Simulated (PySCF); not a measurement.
**Fine-structure interval along the 9-electron series**

Calculated with PySCF 2.14 and a two-component X2C-1e Hamiltonian (Gaussian nucleus, no Breit or QED terms), each ion in its own even-tempered basis scaled to its charge; GMP2 freezes nothing and drops the highest virtual spinors. Values in cm⁻¹.

```csv
ion,configuration,GHF (screened spin-orbit),GMP2 (screened spin-orbit),GHF (bare spin-orbit)
As²⁴⁺,[He] 2s2 2p5,309700,310520,330110
Br²⁶⁺,[He] 2s2 2p5,402620,403450,427590
```

Question: Fill in the row of Se²⁵⁺.

Answer: configuration: [He] 2s2 2p5; GHF (screened spin-orbit): 353850; GMP2 (screened spin-orbit): 354670; GHF (bare spin-orbit): 376450.
